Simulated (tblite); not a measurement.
Species: C6H14Ge.
Numbering: `[CH3:1][CH:2]([CH3:3])[CH:4]1[CH2:5][GeH2:6][CH2:7]1` (hydrogens: H8, H9, H10 on C1; H11 on C2; H12, H13, H14 on C3; H15 on C4; H16, H17 on C5; H18, H19 on Ge6; H20, H21 on C7)

Structure used (GFN2-xTB), in Å, numbered top down from 1:
```
atom  x, y, z in Å
C1    -1.9896   -0.5784    0.7731
C2    -0.9502    0.4425    0.3131
C3    -1.5665    1.3866   -0.7181
C4     0.2796   -0.2604   -0.2618
C5     1.4238    0.6823   -0.6943
Ge6    2.7424   -0.6797   -0.1089
C7     1.0176   -1.1870    0.7289
H8    -1.5813   -1.2314    1.5402
H9    -2.3118   -1.1931   -0.0651
H10   -2.8620   -0.0743    1.1833
H11   -0.6337    1.0335    1.1819
H12   -1.8750    0.8315   -1.6021
H13   -2.4410    1.8832   -0.3030
H14   -0.8541    2.1492   -1.0225
H15   -0.0342   -0.8513   -1.1276
H16    1.3720    1.0104   -1.7296
H17    1.4573    1.5657   -0.0566
H18    3.2597   -1.6077   -1.1794
H19    3.9261   -0.2869    0.7470
H20    0.6695   -2.2169    0.7280
H21    0.9426   -0.8012    1.7456
```

Method: GFN2-xTB as coded in tblite; computed harmonic values from a numerical Hessian at the method's own geometry, unscaled. The method is semi-empirical: single wavenumbers can be off by several per cent or more. Modes of hydrogen on germanium can be 10 to 20 % off. One conformer, not necessarily the lowest.

Harmonic wavenumbers (cm⁻¹): 83.7, 89.3, 176.6, 205.0, 224.2, 264.5, 344.7, 376.9, 410.7, 418.4, 471.5, 512.2, 562.4, 614.9, 661.6, 738.5, 806.2, 833.4, 859.2, 935.5, 946.6, 980.3, 1008.3, 1011.4, 1072.9, 1077.3, 1145.8, 1163.3, 1171.2, 1178.3, 1214.8, 1284.6, 1287.7, 1323.0, 1358.4, 1408.2, 1421.0, 1451.1, 1456.2, 1499.4, 1501.5, 1508.7, 1512.5, 1875.6, 1966.6, 2908.4, 2929.6, 2968.1, 2972.7, 2997.5, 2999.3, 3022.6, 3025.9, 3027.2, 3032.8, 3042.7, 3043.5.

A = 4335, B = 866.6, C = 756.6 MHz; mass 160.031 u (most abundant isotopes); point group Cs, symmetry number 1.

**Question.** Zero-point energy?

**Answer.** Half the sum of the wavenumbers: 39192 cm⁻¹ = 468.84 kJ/mol.

**Question.** Entropy at 298.15 K, 1 bar (ideal gas, RRHO, classical rotation)?

**Answer.** Translation 172.15, rotation 121.82, vibration 100.94: S = 394.9 J/(mol K).

**Question.** And Cp and H(298.15 K) − H(0)?

**Answer.** Cp = 159.91 J/(mol K), of which vibrations give 126.65 (their classical limit is 57 R = 473.9); H(298.15 K) − H(0) = 27.31 kJ/mol without the zero-point energy, 17.40 from vibrations.

**Question.** What must be added to the electronic energy to get the Gibbs energy at 298.15 K and 1 bar?

**Answer.** ZPE + [H(298.15 K) − H(0)] − T·S = 468.84 + 27.31 − 117.74 = 378.41 kJ/mol.

**Question.** How do the functions run with temperature in this model?

**Answer.** 
```tsv
T (K)	S (J/(mol K))	Cp (J/(mol K))	H − H(0) (kJ/mol)	G − H(0) (kJ/mol)	ln q(vib)
50	240.4	46.4	1.88	-10.14	0.19
100	279.4	68.8	4.75	-23.19	0.90
373.15	434.6	194.9	40.63	-121.54	6.92
500	499.2	247.3	68.78	-180.81	10.07
750	614.7	322.5	140.67	-320.38	16.33
1000	714.8	372.3	227.92	-486.87	22.36
```

q(vib) and H(0) count from the zero-point level.

Hindered rotation and anharmonicity are outside this model. Other conformers, if any are populated, would add a mixing term that is left out.

On an AMD EPYC 7R43 with one thread, shared host, this took 1.2 s of wall time. The figure is for the frequency step alone.
